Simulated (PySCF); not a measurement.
2,3,3-trifluoroprop-1-ene (C₃H₃F₃), SMILES C=C(C(F)F)F. Atoms are numbered in the order given.

```xyz
9

C     -1.6551     0.0144    -0.7517
C     -0.6233     0.4280    -0.0305
F     -0.7178     1.3984     0.8756
C      0.7826    -0.0923    -0.1139
F      0.8755    -1.0301    -1.0731
F      1.1347    -0.6462     1.0652
H     -1.5131    -0.7813    -1.4817
H     -2.6413     0.4615    -0.6182
H      1.4980     0.7212    -0.3343
```

Geometry: PBE0-D3(BJ)/def2-SVP. One conformer was computed; it need not be the lowest.

Two levels are set side by side: PBE/pcSseg-1 (PySCF) and HF/pcSseg-1 (PySCF). GIAO shifts against CFCl3 (¹⁹F), TMS (¹H), TMS (¹³C) at the same level; non-relativistic, no solvent, atoms listed together averaged. Differences are taken from unrounded values.

```
quantity                   HF
---------------------  ------
δ(¹³C) of C1 (ppm)      104.9
δ(¹³C) of C2 (ppm)      164.8
δ(¹⁹F) of F3 (ppm)     -110.1
δ(¹³C) of C4 (ppm)       99.7
δ(¹H) of H7, H8 (ppm)    5.84
δ(¹H) of H9 (ppm)        5.95
```

Problem. What does PBE give, and how far is it from HF? (An estimate is asked for; the answer gives what the named calculation found.)

Solution. 
```tsv
quantity	PBE	PBE minus HF
δ(¹³C) of C1 (ppm)	97.1	-7.8
δ(¹³C) of C2 (ppm)	170.1	5.3
δ(¹⁹F) of F3 (ppm)	-130.0	-19.9
δ(¹³C) of C4 (ppm)	117.9	18.2
δ(¹H) of H7, H8 (ppm)	5.37	-0.48
δ(¹H) of H9 (ppm)	6.46	0.51
```

Rough cost on one machine, each run with all the roots and properties that it gave: HF against PBE within a factor of 2.
